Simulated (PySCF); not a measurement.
Si(H)(OMe), SMILES CO[SiH] (CH₄OSi) (B3LYP/def2-SVP optimised geometry):

```
7

Si    -1.531    -1.019     0.000
H     -1.727     0.528     0.000
O      0.135    -1.019     0.000
C      1.082     0.027     0.000
H      1.725    -0.056     0.893
H      1.727    -0.058    -0.891
H      0.595     1.019    -0.001
```

Calculation: B3LYP/def2-TZVP (PySCF 2.14.0).

Problem. What are the frontier orbital energies and the dipole moment?

Solution. HOMO-2 -8.76 eV, HOMO-1 -8.71 eV, HOMO -6.42 eV, LUMO -2.21 eV, LUMO+1 0.18 eV; dipole moment 1.46 D.

On the same geometry PBE/def2-TZVP (PySCF) gives HOMO-2 -7.59 eV, HOMO-1 -7.43 eV, HOMO -5.51 eV, LUMO -2.86 eV, LUMO+1 -0.47 eV; dipole moment 1.57 D.

Meta-Löwdin charges at B3LYP/def2-TZVP: Si1 0.47, H2 -0.15, O3 -0.54, C4 -0.11, H5 0.12, H6 0.12, H7 0.10.
